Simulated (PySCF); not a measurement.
# Spinor energies of Cr⁴⁺ (chromium, charge +4)

Start: [Ar] 3d2; 3d3/2 filled at m_j = +1/2, +3/2. Calculated with PySCF 2.14 in an uncontracted even-tempered set (18 s from 0.14 bohr⁻², ratio 2.8; 13 p from 0.18 bohr⁻², ratio 2.8; 9 d from 0.18 bohr⁻², ratio 2.8; 4 f from 0.64 bohr⁻², ratio 3): generalised Hartree-Fock with the X2C-1e Hamiltonian and a Gaussian nucleus; spin-orbit coupling (SO) screened by Boettger's factors.

```json
{"spinor shell": "1s1/2", "electrons": "2", "ε, screened SO (eV)": "-6105.6", "weight of nominal j (screened SO)": "1.000", "rms radius, screened SO (bohr)": "0.0734"}
{"spinor shell": "2s1/2", "electrons": "2", "ε, screened SO (eV)": "-788.44", "weight of nominal j (screened SO)": "1.000", "rms radius, screened SO (bohr)": "0.316"}
{"spinor shell": "2p1/2", "electrons": "2", "ε, screened SO (eV)": "-676.06", "weight of nominal j (screened SO)": "0.989", "rms radius, screened SO (bohr)": "0.286"}
{"spinor shell": "3s1/2", "electrons": "2", "ε, screened SO (eV)": "-152.00", "weight of nominal j (screened SO)": "1.000", "rms radius, screened SO (bohr)": "0.938"}
{"spinor shell": "3p1/2", "electrons": "2", "ε, screened SO (eV)": "-117.85", "weight of nominal j (screened SO)": "0.655", "rms radius, screened SO (bohr)": "0.991"}
{"spinor shell": "3p3/2", "electrons": "4", "ε, screened SO (eV)": "-114.76", "weight of nominal j (screened SO)": "0.827", "rms radius, screened SO (bohr)": "0.995"}
{"spinor shell": "3d3/2", "electrons": "2", "ε, screened SO (eV)": "-70.065", "weight of nominal j (screened SO)": "0.737", "rms radius, screened SO (bohr)": "1.11"}
```

Task: Where does 2p3/2 lie, and what is the 2p spin-orbit splitting (screened SO)?

Result: At -666.38 eV, 9.675 eV above 2p1/2.

```
   quantity  screened SO
E (hartree)  -1046.00315
        M_J            2
       ⟨J²⟩        7.728
       ⟨L²⟩       11.993
       ⟨S²⟩        1.997
```

The determinant has a definite M_J but mixes levels of different J.

Each row is a mean over spinors that exchange with the open shell spreads, by up to 10.072 eV (3p1/2).

Rows whose weight is well below 1 are mixtures of j = l ± 1/2: exchange outweighs spin-orbit coupling there, and the label is only the starting occupation.
